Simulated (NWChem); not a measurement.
Two isomers of CH6F2Si2, each optimised at PBE0/def2-SVP with NWChem. Flexible species stand in one conformer each, which need not be the lowest. 

A: FC[SiH2][SiH2]F
B: FC[Si@@H](F)[SiH3]

Which is lower in energy, by how much, and how do their other properties compare?

B is lower by 2.6 kcal/mol in electronic energy; with zero-point energies, B − A = -3.0 kcal/mol.
```json
[
 {"": "highest occupied level (eV)", "A": "-8.26", "B": "-8.25"},
 {"": "orbital gap (eV)", "A": "7.73", "B": "7.84"},
 {"": "dipole (D)", "A": "1.45", "B": "0.45"},
 {"": "highest harmonic frequency (cm⁻¹)", "A": "3111", "B": "3123"},
 {"": "zero-point energy (kcal/mol)", "A": "42.2", "B": "41.8"}
]
```
